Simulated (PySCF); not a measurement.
**Working out the excitation energy of Sn²⁺**

Sn²⁺ [Kr] 4d10 5s2 (1S) → Sn²⁺ [Kr] 4d10 5s1 6s1 (3S). Computed with PySCF 2.14 in aug-cc-pVDZ-PP with ECP28MDF (5s4p3d, 32 functions), with a scalar-relativistic core potential. Frozen: 4s2 4p6 4d10. Energies in hartree (1 hartree = 27.21139 eV):

```
            part  Sn²⁺ (lower)  Sn²⁺ (upper)
             UHF   -212.579230   -211.997578
CCSD correlation     -0.032676     -0.006807
             (T)      0.000000      0.000000
```

What does Hartree-Fock give?

(-211.997578) − (-212.579230) = 0.581652 hartree = 15.828 eV.

What do CCSD and CCSD(T) give?

The CCSD correlation energies differ by 0.025869 hartree = 0.704 eV and the triples by 0.000000 hartree = 0.000 eV, so CCSD gives 16.532 eV and CCSD(T) 16.532 eV.

A double-zeta basis recovers only part of the correlation energy.
